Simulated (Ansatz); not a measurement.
diselenium (Se$_{2}$), triplet, geometry from GFN2-xTB. Base run: B3LYP/3-21G run with Ansatz (an electronic-structure program).

Geometry (Å):
```xyz
2

Se     0.0000     0.0000    -1.0830
Se     0.0000     0.0000     1.0830
```
Charge 0, spin multiplicity 3.
Orbitals are unrestricted.
All else is at Ansatz's defaults.
Base energy -4780.41455 Eh.

Variants of this job, named by their change:

```json
[
 {"change": "base", "ΔE vs base (mEh)": "0.000"},
 {"change": "lower_state_search = light", "ΔE vs base (mEh)": "0.000"},
 {"change": "final_grid = 14, 28, 59", "ΔE vs base (mEh)": "-0.001"},
 {"change": "fitting.mean_field = def2-universal-JKFIT", "ΔE vs base (mEh)": "0.126"},
 {"change": "nuclear_model = gaussian", "ΔE vs base (mEh)": "18.013"},
 {"change": "point_charge = charge:0.5 position_ang:2.1011, 1.2351, -3.2758", "ΔE vs base (mEh)": "-2.131"},
 {"change": "lower_state_search = off", "ΔE vs base (mEh)": "0.000"},
 {"change": "point_charge = charge:-1.0 position_ang:1.92, 3.6009, -0.1359", "ΔE vs base (mEh)": "-1.698"},
 {"change": "lower_state_search = full", "ΔE vs base (mEh)": "0.000"},
 {"change": "forces = on", "ΔE vs base (mEh)": "0.000"},
 {"change": "final_grid = 6, 12, 29", "ΔE vs base (mEh)": "0.004"}
]
```
